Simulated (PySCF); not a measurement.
Precursor series Zn OH-Br. Gas-phase values, no solvent. One relaxed conformer stands for each flexible species; it need not be the lowest.

The charge on the central atom (Mulliken) from two functionals at the same geometries (BP86-D3(BJ)/def2-SVP), both in PySCF: PBE-D3(BJ)/def2-TZVP and TPSSh-D3(BJ)/def2-TZVP. 

| species | PBE-D3(BJ)/def2-TZVP (e) | TPSSh-D3(BJ)/def2-TZVP (e) |
|---|---|---|
| 0 of 2 OH replaced by Br ([Zn(OH)2]) | 0.50 | 0.60 |
| 1 of 2 OH replaced by Br | 0.49 | 0.58 |
| 2 of 2 OH replaced by Br ([Zn(Br)2]) | 0.46 | 0.54 |

Over these rows, drawn at random from the members with no instability flagged (it was tested for open shells, ions and some series alone), PBE minus TPSSh-D3(BJ): mean -0.09 e, from -0.10 e to -0.08 e.
